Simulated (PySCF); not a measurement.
# Shifts of the heteroatoms

Atoms are numbered as in `[CH3:1][O:2][C:3](=[O:4])[CH2:5][C:6](=[O:7])[SiH2:8][CH2:9][Cl:10]` (H(Xn): hydrogen on atom n).

Method: GFN2-xTB geometry, PBE0/pcSseg-1 with gauge-including orbitals, in PySCF (isolated molecule, non-relativistic, single conformer, rapidly exchanging positions averaged).

(1) Where does ²⁹Si resonate?

(2) Predict the ¹⁷O NMR data.

## Answers

(1) 
| atoms | environment | σ (ppm) | δ (ppm) |
| --- | --- | --- | --- |
| Si8 | silicon bonded to 2 C, 2 H | 407.0 | -54.6 |

Shieldings were converted by a linear fit to measured shifts: ²⁹Si: δ = 279.94 − 0.822σ (rms 8.9 ppm, 72 shifts, 25.8 ppm with the 6 outliers that the fit left out vs TMS, solution or neat liquid). Occasional misses reach two or three times the rms, and more in compound classes unlike the fitted ones.

On a 300 MHz spectrometer ²⁹Si resonates near 59.6 MHz, so 1 ppm is 59.6 Hz.

(2) 
| atoms | environment | σ (ppm) | δ (ppm) |
| --- | --- | --- | --- |
| O7 | carbonyl oxygen | -515.2 | 736.0 |
| O4 | ester carbonyl oxygen | -95.9 | 354.0 |
| O2 | ester alkoxy oxygen | 135.6 | 143.1 |

Shieldings were converted by a linear fit to measured shifts: ¹⁷O: δ = 266.70 − 0.911σ (rms 10.7 ppm, 155 shifts, 12.2 ppm with the 3 outliers that the fit left out vs liquid water, solution or neat liquid). A few per cent of atoms miss by over 2 rms, more outside the fitted compound classes.

On a 600 MHz spectrometer ¹⁷O resonates near 81.3 MHz, so 1 ppm is 81.3 Hz.
